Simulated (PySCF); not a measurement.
C4H8O2, SMILES C(CO)C(=O)C, GFN2-xTB optimised geometry. Atoms within 1.6 Å of the plane z = 0.0 Å (x, y, z in Å): C1 (1.69, -1.25, 0.34), C2 (1.07, 0.08, 0.00), O3 (1.73, 1.06, -0.25), C4 (-0.44, 0.08, 0.00), C5 (-1.02, 1.50, 0.00), O6 (-2.43, 1.51, -0.01), H7 (2.74, -1.25, 0.08), H8 (1.59, -1.41, 1.41), H9 (1.17, -2.06, -0.17), H10 (-0.81, -0.47, 0.86), H11 (-0.77, -0.45, -0.90), H12 (-0.62, 2.06, -0.85), H13 (-0.73, 2.02, 0.92), H14 (-2.74, 1.12, -0.83).

Computed with PySCF with PBE/def2-TZVP. Cells within 0.4 Å of a nucleus heavier than hydrogen are left out (blank, or x).

Map of the LUMO amplitude (bohr^(-3/2)) on the plane z = 0.0 Å; orbital energy -1.64 eV, overall sign arbitrary:

```
|2222222222222222222222222|
|2222222222222222222222222|
|2222222222222222222222222|
|2222222222222222222222222|
|2222222222222222222222222|
|2222222222222223333222222|
|2222222222222333333322222|
|2222232222233333443332222|
|222223xx2xx33335764332222|
|222223x23xx32236x94332222|
|2222222233332214x63322222|
|22222222233x210x233222222|
|2222222222xx33xx322222222|
|2222222222233455432222222|
|2222222222233344432222222|
|2222222222223333x22122222|
|2222222222222221122222222|
|2222222222222210112222222|
|2222222222222211122222222|
|2222222222222211222222222|
|2222222222222222222222222|
|2222222222222222222222222|
|2222222222222222222222222|
|2222222222222222222222222|
|2222222222222222222222222|
```
Scale: ten equal steps from -0.071 (start of '0') to 0.176 (end of '9'), in the order '0123456789'; x runs from -5.00 to 5.00, y from -5.00 (bottom) to 5.00 (top).
